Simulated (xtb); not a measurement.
O₂Zr (SMILES [O]=[Zr]=[O]), singlet, at a GFN2-xTB geometry (such geometries of metal compounds can be far from the true shape). Base run: GFN2-xTB (xtb).

Geometry (Å):
```xyz
3

Zr    -0.1474    -0.1629    -0.2109
O      1.4479     0.6065    -0.3805
O     -0.7111     0.2083     1.4352
```
Charge 0, spin multiplicity 1.
All else is at xtb's defaults.
Base energy -9.61051 Eh.

Each row names what was changed in the base input (with any setting that the change needs).

```json
[
 {"change": "base", "ΔE vs base (kJ/mol)": "0.00", "HOMO-LUMO gap (eV)": "2.07", "dipole (D)": "9.82", "G_solv (kcal/mol)": "-", "SCF cycles": "12"},
 {"change": "acc = 1000", "ΔE vs base (kJ/mol)": "0.24", "HOMO-LUMO gap (eV)": "2.11", "dipole (D)": "9.85", "G_solv (kcal/mol)": "-", "SCF cycles": "6"},
 {"change": "alpb = cs2", "ΔE vs base (kJ/mol)": "-13.73", "HOMO-LUMO gap (eV)": "2.18", "dipole (D)": "10.13", "G_solv (kcal/mol)": "-3.91", "SCF cycles": "11"},
 {"change": "alpb = chcl3", "ΔE vs base (kJ/mol)": "?", "HOMO-LUMO gap (eV)": "?", "dipole (D)": "?", "G_solv (kcal/mol)": "?", "SCF cycles": "11"}
]
```

Question: What belongs in the gaps?

Answer: 
- alpb = chcl3, ΔE vs base (kJ/mol): -25.49
- alpb = chcl3, HOMO-LUMO gap (eV): 2.23
- alpb = chcl3, dipole (D): 10.28
- alpb = chcl3, G_solv (kcal/mol): -7.49

ALPB and GBSA are two models with their own fitted parameters for each solvent, which aren't always the measured dielectric constant.
